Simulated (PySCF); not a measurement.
This PySCF input asks for the NMR shieldings of `Cl/C=C/CBNB`, C3H8B2ClN; the geometry comes from GFN2-xTB.

```python
import basis_set_exchange as bse
import numpy as np
from pyscf import gto, dft
from pyscf.prop import nmr

atoms = """
B    -2.815491    1.041704   -0.227149
N    -1.680519    0.257386    0.063290
B    -0.738737   -0.283229   -0.832999
C     0.510422   -1.108389   -0.277243
C     1.769886   -0.370626   -0.602516
C     2.537683    0.197348    0.310828
Cl    3.964780    1.084682   -0.088315
H    -3.485911    1.427886    0.651815
H    -3.062181    1.289972   -1.341367
H    -1.510475    0.072086    1.044370
H    -0.876907   -0.101839   -1.979316
H     0.459940   -1.281915    0.799190
H     0.556017   -2.082873   -0.769593
H     2.020679   -0.288660   -1.650262
H     2.346400    0.154458    1.371699
"""
names = dict.fromkeys(["B", "N", "C", "Cl", "H"], "pcSseg-1")
basis = {el: gto.basis.parse(bse.get_basis(n, elements=[el], fmt="nwchem")) for el, n in names.items()}
mol = gto.M(atom=atoms, basis=basis, charge=0, verbose=0)
mf = dft.RKS(mol, xc="PBE0")
mf.grids.level = 2
mf.grids.alignment = dft.numint.BLKSIZE   # the property module wants whole blocks of grid points
mf.conv_tol = 1e-9
mf.kernel()

calc = nmr.RKS(mf)   # GIAO
C = mf.mo_coeff
Co = C[:, mf.mo_occ > 0]
resp = mf.gen_response(singlet=True, hermi=2)
def vind(x):   # induced exchange potential for any number of trial vectors
    d = np.einsum("pi,xij,qj->xpq", C, 2 * x.reshape(-1, C.shape[1], Co.shape[1]), Co, optimize=True)
    return np.einsum("xpq,pi,qj->xij", resp(d - d.transpose(0, 2, 1)), C, Co, optimize=True).ravel()
mo1, _ = nmr.rhf.solve_mo1(calc, with_cphf=vind)
sigma = calc.kernel(mo1)
for i, s in enumerate(sigma):   # ppm
    print("%2d %-2s %9.2f" % (i, mol.atom_pure_symbol(i), np.trace(s) / 3))
```

Question: What are the results?

Answer: 
```
 0 B      48.56
 1 N      75.81
 2 B      50.02
 3 C     152.45
 4 C      50.49
 5 C      58.74
 6 Cl    744.23
 7 H      26.18
 8 H      26.17
 9 H      24.44
10 H      26.15
11 H      29.95
12 H      29.34
13 H      25.46
14 H      25.77
```

These numbers come from an equivalent density-fitted implementation of the same equations, which agrees with the script to about 0.01 ppm for H and up to a few tenths of a ppm for heavy atoms, so last digits may differ.

Size and cost of the density-fitted run: 166 basis functions, 19 s wall time on 1 thread of an Arm Neoverse V2, shared host; peak memory 0.73 GiB.
